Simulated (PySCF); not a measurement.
Species: 4-cyanostyrene, C₉H₇N.
SMILES: `C(c1ccc(C#N)cc1)=C`

Torsions of this conformer, `[CH2:1]=[CH:2][c:3]1[cH:4][cH:5][c:6]([C:7]#[N:8])[cH:9][cH:10]1`: C1–C2–C3–C4 175°.

The closed-shell ground state was solved at several levels (PySCF, density fitting, gas phase, non-relativistic). Geometry: PBE0-D3(BJ)/def2-SVP, one conformer, isolated molecule.

```tsv
level	basis functions	total energy (Eh)	HOMO (eV)	LUMO (eV)	gap (eV)	dipole (D)
CAM-B3LYP/pcSseg-1	205	-401.6228	-8.29	-1.07	7.22	4.92
B3LYP/def2-SVPD	256	-401.6200	-6.96	-2.30	4.66	5.00
```

(1) What might PBE0/pcSseg-1 (205 basis functions) give for the same quantities?

(2) Over all these levels, which gives the widest orbital gap and which the narrowest?

(3) How far do the dipole and the HOMO energy spread over the levels?

Results:

(1) Total energy -401.3587 Eh, HOMO -7.17 eV, LUMO -2.12 eV, gap 5.05 eV, dipole 4.95 D.

(2) CAM-B3LYP/pcSseg-1 (range-separated hybrid) has the widest, 7.22 eV, and B3LYP/def2-SVPD (global hybrid, 20 % exact exchange) the narrowest, 4.66 eV. Functional and basis both differ between the two, so the spread mixes both effects.

(3) The dipole runs from 4.92 to 5.00 D (mean 4.96 D) and the HOMO from -8.29 to -6.96 eV.
